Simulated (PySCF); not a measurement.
B(AsH2)2(F) (As2BFH4), SMILES [AsH2]B([AsH2])F. Geometry optimised at PBE-D3(BJ)/def2-SVP. This is a generated structure with no PubChem entry under its InChIKey; it may be hypothetical.

Calculation: PBE-D3(BJ)/def2-SVP run with PySCF 2.14.0.

Harmonic wavenumbers (cm⁻¹): 110, 129, 161, 236, 312, 317, 513, 570, 655, 656, 807, 952, 958, 1254, 2134, 2137, 2157, 2162. Rotational constants (GHz): 4.828, 0.9968, 0.8379; symmetry number 2.

Q: Work out the zero-point energy and the ideal-gas rigid-rotor harmonic-oscillator thermochemistry at 298.15 K and 1 atm.

A: ZPE = ½ Σ hcν = ½ × 16221 cm⁻¹ = 97.02 kJ/mol. H − E(el) = 117.87 kJ/mol. Entropy in J/(mol K): translation 173.76, rotation 114.60, vibration 65.21, total 353.58. G − E(el) = 12.45 kJ/mol. Cp = 103.05 J/(mol K). Modes under 150 cm⁻¹ make the vibrational entropy uncertain.
